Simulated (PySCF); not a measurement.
**`C(/C(=C)Cl)(Cl)=C\C`, C5H6Cl2**

Molfile (atoms numbered from 1):
```
C5H6Cl2
     RDKit          3D

 13 12  0  0  0  0  0  0  0  0999 V2000
   -2.9423   -0.3725   -0.2247 C   0  0  0  0  0  0  0  0  0  0  0  0
   -1.8154    0.2727   -0.5459 C   0  0  0  0  0  0  0  0  0  0  0  0
   -1.9166    1.6544   -1.6047 Cl  0  0  0  0  0  0  0  0  0  0  0  0
   -0.4602   -0.0709   -0.0869 C   0  0  0  0  0  0  0  0  0  0  0  0
   -0.3846   -1.4537    0.9733 Cl  0  0  0  0  0  0  0  0  0  0  0  0
    0.6626    0.5857   -0.4211 C   0  0  0  0  0  0  0  0  0  0  0  0
    2.0478    0.2764    0.0142 C   0  0  0  0  0  0  0  0  0  0  0  0
   -2.9055   -1.2387    0.4354 H   0  0  0  0  0  0  0  0  0  0  0  0
   -3.9037   -0.0407   -0.6169 H   0  0  0  0  0  0  0  0  0  0  0  0
    0.5228    1.4393   -1.0896 H   0  0  0  0  0  0  0  0  0  0  0  0
    2.0854   -0.5825    0.6959 H   0  0  0  0  0  0  0  0  0  0  0  0
    2.6859    0.0608   -0.8590 H   0  0  0  0  0  0  0  0  0  0  0  0
    2.4962    1.1482    0.5186 H   0  0  0  0  0  0  0  0  0  0  0  0
  1  2  2  0
  2  3  1  0
  2  4  1  0
  4  5  1  0
  4  6  2  0
  6  7  1  0
  1  8  1  0
  1  9  1  0
  6 10  1  0
  7 11  1  0
  7 12  1  0
  7 13  1  0
M  END
```

The calculation used TDDFT CAM-B3LYP/aug-cc-pVDZ excited states, vertical, gas phase in PySCF 2.14.0. Geometry: PBE0-D3(BJ)/def2-SVP.

(1) Give the one- and two-photon strengths of the lowest singlets.

Answers

(1) δ for parallel linear polarisation; σ at the peak of a Lorentzian of half width 0.1 eV, single beam; Ω is circular over linear.
```csv
state,E (eV),f,photon λ (nm),δ (au),σ (GM),Ω,main
S1,5.46,0.561,454,103,1.12,0.52,HOMO→LUMO 0.97
S2,5.91,0.001,420,9.4,0.12,1.50,"HOMO→LUMO+6 0.32, HOMO→LUMO+1 0.27"
S3,6.09,0.007,407,295,4.02,1.03,HOMO−1→LUMO 0.98
S4,6.17,0.001,402,65.1,0.91,1.50,"HOMO→LUMO+1 0.53, HOMO→LUMO+6 0.11"
S5,6.57,0.000,377,<0.1,0.00,–,HOMO−2→LUMO 0.96
S6,6.64,0.002,373,106,1.71,1.50,"HOMO→LUMO+2 0.32, HOMO−1→LUMO+6 0.13"
```

Among these, the strongest one-photon state is S1, the strongest two-photon state S3, with a dipole change of 0.8 D (relaxed, norm of the difference vector).
